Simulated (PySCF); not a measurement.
H3P2, SMILES [PH]P, multiplicity 2. The structure is a stationary point at PBE-D3(BJ)/def2-TZVP. The isomer is the one that the SMILES or the coordinates give; other isomers of the formula were not compared.

The numbers are results of PBE-D3(BJ)/def2-TZVP (PySCF 2.14.0), not measurements.

Harmonic wavenumbers (cm⁻¹): 309, 423, 581, 595, 867, 1046, 2298, 2306, 2344. Rotational constants (GHz): 85.73, 6.290, 6.099; symmetry number 1.

Task: Work out the zero-point energy and the ideal-gas rigid-rotor harmonic-oscillator thermochemistry at 298.15 K and 1 atm.

Result: ZPE = ½ Σ hcν = ½ × 10769 cm⁻¹ = 15.39 kcal/mol. H − E(el) = 18.47 kcal/mol. Entropy in cal/(mol K): translation 38.43, rotation 22.11, vibration 3.43, spin 1.38, total 65.35. G − E(el) = -1.01 kcal/mol. Cp = 14.03 cal/(mol K).
